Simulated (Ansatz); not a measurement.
`[SiH3]NC[SiH2]Cl` and `CCC[SiH2]Cl` differ in one atom or group.

Ansatz, PBE0-D4/def2-TZVP geometries, multiplicity 1. Each molecule was computed in one conformer, which needn't be the lowest.

```
                                      property  `[SiH3]NC[SiH2]Cl`
         HOMO–LUMO gap (B3LYP/def2-TZVPP) / eV                6.47
size of the dipole moment (PBE/def2-TZVPP) / D                1.45
             LUMO energy (PBE/def2-TZVPP) / eV               -0.96
            LUMO energy (PBE0/def2-TZVPP) / eV               -0.10
           HOMO energy (B3LYP/def2-TZVPP) / eV               -6.78
       HOMO–LUMO gap (ωB97M-V/def2-TZVPP) / eV               10.82
```

Q: What does the change do to each property? (Estimate.)

A: Ansatz gave: 
```tsv
property	`CCC[SiH2]Cl`	shift
HOMO–LUMO gap (B3LYP/def2-TZVPP) / eV	8.45	1.98
size of the dipole moment (PBE/def2-TZVPP) / D	1.84	0.39
LUMO energy (PBE/def2-TZVPP) / eV	-0.44	0.52
LUMO energy (PBE0/def2-TZVPP) / eV	0.46	0.56
HOMO energy (B3LYP/def2-TZVPP) / eV	-8.21	-1.43
HOMO–LUMO gap (ωB97M-V/def2-TZVPP) / eV	12.83	2.01
```

With PBE0 the HOMO falls by 1.44 eV and the LUMO rises by 0.56 eV, so the gap widens by about 2.00 eV. PBE moves the HOMO by -1.42 eV and ωB97M-V by -1.37 eV. Dipoles are sizes alone; their direction can turn.

Positive LUMOs are unbound, so they and the gaps depend on the basis.

B3LYP here is the variant with VWN-RPA as its local correlation; programs differ in this.
